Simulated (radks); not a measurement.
The numbers below are computed, except where a source is named.
All-electron atom: Nd3+ in [Kr] 4d10 4f3 5s2 5p5.75 5d0.25 (fractional occupations, a model configuration). Level of theory: Dirac Kohn-Sham, PBE, spin-unpolarised, spherical densities, finite nucleus; open shells are shared between the two j in proportion to 2j + 1; Fermi nuclear charge, rms radius 4.9123 fm (a radial shooting solver on a logarithmic mesh with Libxc functionals).

Radial electron density D(r) = 4 pi r^2 rho(r):

r (bohr)  D(r) (e/bohr)
0.001722          7.821
0.001989          9.814
0.002297          12.25
0.002653          15.21
0.003064          18.76
0.003538          22.95
0.004119          28.14
0.004757          33.77
0.005494          40.05
0.006345          46.87
0.007327          54.01
0.008462          61.16
0.009773          67.89
0.01129           73.69
0.01303           78.04
0.01505           80.50
0.01739           80.83
0.02008           79.18
0.02319           76.18
0.02678           73.00
0.03093           71.13
0.03572           72.06
0.04125           76.64
0.04764           84.51
0.05502           93.80
0.06354           101.4
0.07338           104.3
0.08542           100.3
0.09865           91.46
0.1139            82.08
0.1316            77.31
0.152             79.67
0.1755            86.50
0.2027            90.86
0.2341            86.08
0.2703            71.13
0.3122            52.18
0.3605            38.26
0.4164            34.30
0.4809            37.55
0.5554            40.65
0.6414            38.21
0.7407            30.48
0.8554            21.51
0.9879            14.87
1.141             11.34
1.318             9.574
1.522             7.974
1.772             5.814
2.046             3.653
2.363             1.919
2.729            0.8400
3.151            0.3070
3.64            0.09408
4.203           0.02451
4.854          0.005539
5.606          0.001077
6.474         0.0001700

D(r) has 4 maxima, at r = 0.0166, 0.0728, 0.204, 0.564 bohr, and minima at 0.0319, 0.135, 0.410 bohr, inside which lie 2.02, 11.19, 29.05 electrons.
